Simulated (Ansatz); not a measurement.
Ansatz (a first-principles code) input (PBE/def2-TZVP):

Ansatz 0.2 input:
```yaml
crystal:
  periodic: [false, false, false]
  atoms:
    - {symbol: Y, position_ang: [-0.00000000, -0.00000000, -0.38613944]}
    - {symbol: O, position_ang: [0.00000000, 0.00000000, 1.56699291]}
    - {symbol: H, position_ang: [0.00000000, 0.00000000, 2.52349477]}
basis:
  gaussian:
    orbitals: def2-TZVP
hamiltonian:
  xc: {name: PBE}
relax: {f_tol: 0.003, max_steps: 100}
```

Output:

```
Functional definition: PBE
integrals: 0.02 GiB planned
531 factors; their error is unknown
mean field: 0.15 GiB planned
mean field evaluation 1: about -3095.9143 eV, gradient 7.3e1 eV
mean field evaluation 2: about -2916.9072 eV, gradient 2.3e2 eV
mean field evaluation 4: about -3104.3029 eV, gradient 1.7e1 eV
mean field evaluation 8: about -3105.2582 eV, gradient 1.2e-1 eV
mean field evaluation 16: about -3105.2548 eV, gradient 6.9e-5 eV
mean field evaluation 32: about -3101.9337 eV, gradient 3.4e-2 eV
mean field -3105.25478334 eV, -114.1160084703 hartree, gradient 7.2e-6 eV, S^2 0.000000; 4 other end points of the search recorded, 0 dependent functions left out
the calculation of the forces begins
reference -3105.25482028 eV, -114.1160098280 hartree; 10, 10 occupied and 67, 67 virtual orbitals, 531 factors
relax step   1: F+E_penalty+E_count = -3105.25478334 eV  Δ(F+E_penalty+E_count) = +0.000e0 eV  max|allowed force component| = 6.281e-1 eV/Å  Δτ_max = 0.0000 Å  (116 SCF iters, accepted)
these checks for a lower state are left out or cut short: starts, cluster_reference, orbital_swaps, neighbouring_geometries, increment
integrals: 0.02 GiB planned
531 factors; their error is unknown
mean field: 0.15 GiB planned
mean field -3105.25728848 eV, -114.1161005328 hartree, gradient 6.5e-6 eV, S^2 0.000000; 0 other end points of the search recorded, 0 dependent functions left out
the calculation of the forces begins
reference -3105.25732542 eV, -114.1161018900 hartree; 10, 10 occupied and 67, 67 virtual orbitals, 531 factors
relax step   2: F+E_penalty+E_count = -3105.25728848 eV  Δ(F+E_penalty+E_count) = -2.505e-3 eV  max|allowed force component| = 1.151e-1 eV/Å  Δτ_max = 0.0047 Å  (31 SCF iters, accepted)
these checks for a lower state are left out or cut short: starts, cluster_reference, orbital_swaps, neighbouring_geometries, increment
integrals: 0.02 GiB planned
531 factors; their error is unknown
mean field: 0.15 GiB planned
mean field -3105.25739591 eV, -114.1161044806 hartree, gradient 6.1e-6 eV, S^2 0.000000; 0 other end points of the search recorded, 0 dependent functions left out
the calculation of the forces begins
reference -3105.25743284 eV, -114.1161058379 hartree; 10, 10 occupied and 67, 67 virtual orbitals, 531 factors
relax step   3: F+E_penalty+E_count = -3105.25739591 eV  Δ(F+E_penalty+E_count) = -1.074e-4 eV  max|allowed force component| = 1.886e-3 eV/Å  Δτ_max = 0.0012 Å  (32 SCF iters, accepted)
integrals: 0.02 GiB planned
531 factors; their error is unknown
mean field: 0.15 GiB planned
mean field evaluation 64: about -3105.1959 eV, gradient 4.7e0 eV
mean field evaluation 96: about -3101.9258 eV, gradient 4.2e-4 eV
mean field -3105.25739591 eV, -114.1161044806 hartree, gradient 4.6e-5 eV, S^2 0.000000; 5 other end points of the search recorded, 0 dependent functions left out
the calculation of the forces begins
reference -3105.25743284 eV, -114.1161058378 hartree; 10, 10 occupied and 67, 67 virtual orbitals, 531 factors
Total energy: -3105.25743284 eV, -114.1161058378 hartree
Atom 0 at     0.000000    -0.000000    -0.383384 Å, force    -0.000000     0.000000     0.000708 eV/Å
Atom 1 at    -0.000000     0.000000     1.561442 Å, force     0.000000    -0.000000    -0.001885 eV/Å
Atom 2 at     0.000000    -0.000000     2.526290 Å, force    -0.000000     0.000000     0.001177 eV/Å
Dipole moment:    -0.000000     0.000000     0.146276 e Å
```
